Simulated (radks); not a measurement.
Results of a calculation; reference values are marked as such.
Problem. Coulomb parameter of the 5d shell of neutral tungsten in the model configuration [Xe] 4f14 5d5 6s1, as a second difference U = [E(n + 0.5) + E(n - 0.5) - 2 E(n)] / (0.5)^2 with all orbitals relaxed. "Bare": the charge of the atom changes with n. "Screened": the 6s shell takes up the change at fixed total charge, which measures U(5d,5d) + U(6s,6s) - 2 U(5d,6s). Level of theory: scalar-relativistic Kohn-Sham, PBEsol, spin-unpolarised, spherical densities, point nucleus (a radial shooting solver on a logarithmic mesh with Libxc functionals). Estimate both.

Solution. U(bare) = 7.246 eV, U(screened by 6s) = 0.524 eV, against the Slater integral F0(5d,5d) = 11.469 eV with frozen orbitals. The step up makes a negative ion, whose loosely bound charge lowers the bare value.
